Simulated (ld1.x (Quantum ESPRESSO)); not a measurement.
**Which setting gave this result? (bromine, TM)**

Base potential:

ld1.x (Quantum ESPRESSO) 7.5 input, shortened:

```
&input
   title='Br', zed=35., rel=1, dft='PZ', iswitch=3,
   config='[Ar] 3d10 4s2 4p4.75 4d-2'
 /
 &inputp
   pseudotype=2, tm=.true., lloc=0,
   nlcc=.false.
 /
3
4P  2  1   4.75   0.00  1.25  1.25  0.0
4D  3  2  -2.00   0.20  1.15  1.15  0.0
4S  1  0   2.00   0.00  1.35  1.35  0.0
 &test
   configts(1)='4s2 4p4.75'
 /
```

Cutoffs, loose and tight: the cutoffs (Ry, on a coarse ladder) from which the occupation-weighted sum of valence levels, in a spherical-Bessel basis at the reference potential, stays within 10 and 1 mRy of its value at 400 Ry. They do not see the model core or the augmentation charge, which bear on the density cutoff. Test errors are all-electron minus pseudo excitation energies from the reference, over the configurations 4s2 4p5; 4s2 4p4; 4s2 4p3; 4s1 4p6; 4s1 4p5; 4s2 4p5.3; 4s2 4p2 (two spin-polarised tests are not counted in the largest error); variants that change the core or the reference have their own tests. The largest error is taken over the tests solved by every variant that gives reliable tests at all, those not shown here included: 4s1 4p5; 4s1 4p6; 4s2 4p2; 4s2 4p3; 4s2 4p4.

Only the scale of all radii (base = 1) is moved (1 further runs of the sweep failed or gave no value and are left out):

| scale of all radii (base = 1) | cutoff, loose | cutoff, tight | bound ghosts | largest test error (meV) |
| --- | --- | --- | --- | --- |
| 0.89 | 140 Ry | 300 Ry | p | -36 |
| 1.14 | 50 Ry | 90 Ry | p, d | +26 |
| 1.23 | 40 Ry | 70 Ry | p, d | +16 |
| 1.39 | 35 Ry | 60 Ry | d | +1055 |

Question: One more run gave cutoff, loose: 70 Ry; cutoff, tight: 140 Ry; bound ghosts: p, d; largest test error (meV): +19. Which value of the scale of all radii (base = 1) was used?

Answer: 1.02. The loose cutoff moves one way along this sweep, from 140 Ry at 0.89 to 35 Ry at 1.39, which places the run between 0.89 and 1.14.
